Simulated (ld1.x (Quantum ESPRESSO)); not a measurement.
Configuration tests for Ge (Z = 32) (ultrasoft)

ld1.x (Quantum ESPRESSO) 7.5 input, shortened:

```
&input
   title='Ge', zed=32., rel=1, dft='PBE', iswitch=3,
   config='[Ar] 3d10 4s2 4p0'
 /
 &inputp
   pseudotype=3, tm=.true., lloc=-2, rcloc=1.35,
   nlcc=.false.,
   which_augfun='PSQ', rmatch_augfun_nc=.true.
 /
6
4S  1  0   2.00   0.00  1.40  1.70  0.0
4S  1  0   0.00  -1.75  1.40  1.70  0.0
4P  2  1   0.00   0.00  1.10  1.50  0.0
4P  2  1   0.00  -1.10  1.10  1.50  0.0
3D  3  2  10.00   0.00  1.15  1.30  0.0
3D  3  2   0.00  -2.85  1.15  1.30  0.0
 &test
   configts(1)='3d10 4s2 4p0'
 /
```

Energies are relative to the spin-unpolarised reference configuration 3d10 4s2 4p0; without spin polarisation the order of configurations can differ from experiment.

| valence configuration | charge | ΔE all-electron (eV) | error AE − PS (meV) |
| --- | --- | --- | --- |
| 3d10 4s2 4p1 | +1 | -15.439 | +8.3 |
| 3d10 4s1 4p0 | +3 | 34.791 | +28 |
| 3d10 4s0 4p0 | +4 | 81.134 | +189 |
| 3d10 4s2 4p1.5 | +0.5 | -20.081 | +13 |
| 3d9 4s2 4p3 | 0 | 6.744 | +21 |
| 3d10 4s1 4p3 | 0 | -14.911 | +9.6 |

Question: What are ΔE and the potential's error for 3d10 4s2 4p2?

Answer: ΔE = -22.883 eV all-electron; the error (AE − PS) is +16 meV.

Levels in the configuration 3d9 4s2 4p3:

```
level  all-electron (eV)  pseudo (eV)
   3d            -39.119      -39.183
   4s            -14.034      -14.039
   4p             -5.166       -5.181
```

Note: ghost state, extra bound levels that the all-electron valence spectrum of the same l lacks: p at -29.4 eV. A true bound ghost makes a file unfit for plane-wave use.
